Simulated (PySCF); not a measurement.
```xyz
3
charge 0 multiplicity 1, angstrom
Se    0.0000    0.0000   -1.2883
Rh    1.2718    0.0000    0.5002
Rh   -1.2718    0.0000    0.5002
```

All numbers come from PBE0 in PySCF with Se def2-TZVP, Rh def2-TZVP with ECP28; scalar-relativistic core potentials, no spin–orbit coupling; density-fitted integrals.

This geometry of Rh₂Se is a stationary point at this level.

**Question.** What is the point group?

**Answer.** C2v.

**Question.** Is it a minimum?

**Answer.** Yes: all harmonic wavenumbers are real.

**Question.** Which band is strongest in the infrared?

**Answer.** 366 cm⁻¹ (a1), 5 km/mol.

**Question.** Give the atomic charges and bond orders.

**Answer.** 
```csv
atom,Mulliken,Löwdin,polar tensor,Mayer order to Se1
Se1,-0.25,0.46,-0.25,–
"Rh2,3",0.13,-0.23,0.13,1.50
```
Other Mayer orders above 0.3: Rh–Rh 1.27.

Stability towards spin polarisation was not tested. Only a few start shapes were tried, so a lower isomer may exist.
